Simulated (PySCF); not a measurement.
F²⁺ (fluorine, charge +2): UHF calculation

Configuration: [He] 2s2 2p3, high-spin 4S determinant. All numbers are calculated (PySCF 2.14, scalar relativity by spin-free X2C-1e, in cc-pVDZ-DK (3s2p1d, 14 functions)).

```
Total energy                        : -97.660350 hartree
One-electron energy                 : -126.1984 hartree
Hartree (Coulomb) energy            : 37.7458 hartree
Exchange energy                     : -9.2077 hartree
⟨S²⟩                                : 3.7537
⟨L²⟩                                : 0.000
Sum of ⟨r⟩                          : 4.857 bohr
Sum of ⟨r²⟩                         : 5.110 bohr²
Langevin diamagnetic susceptibility : -4.05 ×10⁻⁶ cm³/mol
Time after the integrals            : 0.07 s of wall time on 1 thread of Intel(R) Xeon(R) Platinum 8375C CPU @ 2.90GHz (shared host)
```

```
shell  electrons  mean orbital energy (eV)  rms radius, mean of both spins (bohr)
 1s α          1                   -767.67                                  0.203
 1s β          1                   -762.72                                  0.203
 2s α          1                   -88.237                                   1.02
 2s β          1                   -70.919                                   1.02
 2p α          3                   -63.789                                  0.991
```
